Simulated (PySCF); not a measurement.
ZrBr4, SMILES [Br][Zr]([Br])([Br])[Br], multiplicity 1.

Coordinates come from a r2SCAN-D4/def2-SVP optimisation. The spin state was assumed, not searched. The isomer is the one that the SMILES or the coordinates give; other isomers of the formula were not compared. The def2 effective core potentials stand for the cores of Zr; spin–orbit coupling is left out.

Computed with ωB97X/def2-TZVP run with PySCF.

Symmetry labels are those of the subgroup D2 that the program uses (full group Td).

Computed valence orbital energies around the gap with their symmetry:
```tsv
orbital	symmetry	energy (eV)
HOMO−7	A	-12.43
HOMO−6	A	-12.43
HOMO−5	B1	-11.97
HOMO−4	B2	-11.97
HOMO−3	B3	-11.97
HOMO−2	B1	-11.16
HOMO−1	B2	-11.16
HOMO	B3	-11.16
LUMO	A	-0.92
LUMO+1	A	-0.92
LUMO+2	B1	-0.31
LUMO+3	B2	-0.31
```
